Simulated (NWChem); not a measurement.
Everything below was run with NWChem. System: C2H5I, charge 0, spin multiplicity 1, displaced from the optimised geometry.

The NWChem input:

```
start mol
memory heap 200 mb stack 900 mb global 1100 mb
geometry units angstroms nocenter noautoz
  C      2.498901     0.396625     0.000000
  C      1.143478     1.139699     0.000000
  I     -0.611605    -0.253051     0.000000
  H      2.619671    -0.250283     0.909194
  H      3.334075     1.153209     0.000000
  H      2.619671    -0.250283    -0.909194
  H      0.993688     1.770557     0.912121
  H      0.993688     1.770557    -0.912121
  symmetry group Cs
end
basis spherical
  * library def2-svp
end
ecp
  I library def2-ecp
end
dft
  xc xpbe96 cpbe96
  semidirect memsize 60000000 filesize 0
  iterations 100
  convergence nodiis damp 40
end
task dft gradient
```

The output up to the point where the run's verdict is printed (cleaned and shortened):

```
             Northwest Computational Chemistry Package (NWChem) 7.3.0
             --------------------------------------------------------

                                NWChem Input Module
                                -------------------

 Scaling coordinates for geometry "geometry" by  1.889725989
 (inverse scale =  0.529177249)

 Turning off AUTOSYM since
 SYMMETRY directive was detected!

                             Geometry "geometry" -> ""
                             -------------------------

 Output coordinates in angstroms (scale by  1.889725989 to convert to a.u.)

  No.       Tag          Charge          X              Y              Z
 ---- ---------------- ---------- -------------- -------------- --------------
    1 C                    6.0000     2.49890100     0.39662500     0.00000000
    2 C                    6.0000     1.14347800     1.13969900     0.00000000
    3 I                   53.0000    -0.61160500    -0.25305100     0.00000000
    4 H                    1.0000     2.61967100    -0.25028300     0.90919400
    5 H                    1.0000     3.33407500     1.15320900     0.00000000
    6 H                    1.0000     2.61967100    -0.25028300    -0.90919400
    7 H                    1.0000     0.99368800     1.77055700     0.91212100
    8 H                    1.0000     0.99368800     1.77055700    -0.91212100

 Effective nuclear repulsion energy (a.u.)     207.8852008795

            Nuclear Dipole moment (a.u.)
            ----------------------------
        X                 Y               Z
 ---------------- ---------------- ----------------
     0.0000037795    -0.0000037795     0.0000000000

      Symmetry information
      --------------------

 Group name             Cs
 Group number              2
 Group order               2
 No. of unique centers     6

      Symmetry unique atoms

     1    2    3    4    5    7


 Summary of "ao basis" -> "" (spherical)
 ------------------------------------------------------------------------------
       Tag                 Description            Shells   Functions and Types
[...]
 d= 0,ls=0.0         52     -5.0435333542  2.74D+02  6.81D-01               9.0
 d= 0,ls=0.0         53   -278.8689591893 -2.74D+02  6.81D-01               9.2
 d= 0,ls=0.0         54     -5.0435333541  2.74D+02  6.81D-01               9.3
 d= 0,ls=0.0         55   -278.8689591893 -2.74D+02  6.81D-01               9.5
 d= 0,ls=0.0         56     -5.0435333542  2.74D+02  6.81D-01               9.7
 d= 0,ls=0.0         57   -278.8689591893 -2.74D+02  6.81D-01               9.8
 d= 0,ls=0.0         58     -5.0435333542  2.74D+02  6.81D-01              10.0
 d= 0,ls=0.0         59   -278.8689591893 -2.74D+02  6.81D-01              10.1
 d= 0,ls=0.0         60     -5.0435333542  2.74D+02  6.81D-01              10.3
 d= 0,ls=0.0         61   -278.8689591893 -2.74D+02  6.81D-01              10.5
 d= 0,ls=0.0         62     -5.0435333542  2.74D+02  6.81D-01              10.6
 d= 0,ls=0.0         63   -278.8689591893 -2.74D+02  6.81D-01              10.8
 d= 0,ls=0.0         64     -5.0435333542  2.74D+02  6.81D-01              11.0
 d= 0,ls=0.0         65   -278.8689591893 -2.74D+02  6.81D-01              11.1
 d= 0,ls=0.0         66     -5.0435333542  2.74D+02  6.81D-01              11.3
 d= 0,ls=0.0         67   -278.8689591893 -2.74D+02  6.81D-01              11.4
 d= 0,ls=0.0         68     -5.0435333542  2.74D+02  6.81D-01              11.6
 d= 0,ls=0.0         69   -278.8689591893 -2.74D+02  6.81D-01              11.8
 d= 0,ls=0.0         70     -5.0435333541  2.74D+02  6.81D-01              11.9
 d= 0,ls=0.0         71   -278.8689591893 -2.74D+02  6.81D-01              12.1
 d= 0,ls=0.0         72     -5.0435333541  2.74D+02  6.81D-01              12.3
 d= 0,ls=0.0         73   -278.8689591893 -2.74D+02  6.81D-01              12.4
 d= 0,ls=0.0         74     -5.0435333541  2.74D+02  6.81D-01              12.6
 d= 0,ls=0.0         75   -278.8689591893 -2.74D+02  6.81D-01              12.7
 d= 0,ls=0.0         76     -5.0435333541  2.74D+02  6.81D-01              12.9
 d= 0,ls=0.0         77   -278.8689591893 -2.74D+02  6.81D-01              13.1
 d= 0,ls=0.0         78     -5.0435333541  2.74D+02  6.81D-01              13.2
 d= 0,ls=0.0         79   -278.8689591893 -2.74D+02  6.81D-01              13.4
 d= 0,ls=0.0         80     -5.0435333542  2.74D+02  6.81D-01              13.5
 d= 0,ls=0.0         81   -278.8689591893 -2.74D+02  6.81D-01              13.7
 d= 0,ls=0.0         82     -5.0435333541  2.74D+02  6.81D-01              13.9
 d= 0,ls=0.0         83   -278.8689591893 -2.74D+02  6.81D-01              14.0
 d= 0,ls=0.0         84     -5.0435333542  2.74D+02  6.81D-01              14.2
 d= 0,ls=0.0         85   -278.8689591893 -2.74D+02  6.81D-01              14.3
 d= 0,ls=0.0         86     -5.0435333541  2.74D+02  6.81D-01              14.5
 d= 0,ls=0.0         87   -278.8689591893 -2.74D+02  6.81D-01              14.7
 d= 0,ls=0.0         88     -5.0435333541  2.74D+02  6.81D-01              14.8
 d= 0,ls=0.0         89   -278.8689591893 -2.74D+02  6.81D-01              15.0
 d= 0,ls=0.0         90     -5.0435333541  2.74D+02  6.81D-01              15.1
 d= 0,ls=0.0         91   -278.8689591893 -2.74D+02  6.81D-01              15.3
 d= 0,ls=0.0         92     -5.0435333541  2.74D+02  6.81D-01              15.5
 d= 0,ls=0.0         93   -278.8689591893 -2.74D+02  6.81D-01              15.6
 d= 0,ls=0.0         94     -5.0435333542  2.74D+02  6.81D-01              15.8
 d= 0,ls=0.0         95   -278.8689591893 -2.74D+02  6.81D-01              15.9
 d= 0,ls=0.0         96     -5.0435333542  2.74D+02  6.81D-01              16.1
 d= 0,ls=0.0         97   -278.8689591893 -2.74D+02  6.81D-01              16.3
 d= 0,ls=0.0         98     -5.0435333542  2.74D+02  6.81D-01              16.4
 d= 0,ls=0.0         99   -278.8689591893 -2.74D+02  6.81D-01              16.6
 d= 0,ls=0.0        100     -5.0435333541  2.74D+02  6.81D-01              16.8
```

Convergence was not reached. The next line reads: Calculation failed to converge. NWChem stopped with the message: dft gradient failed.
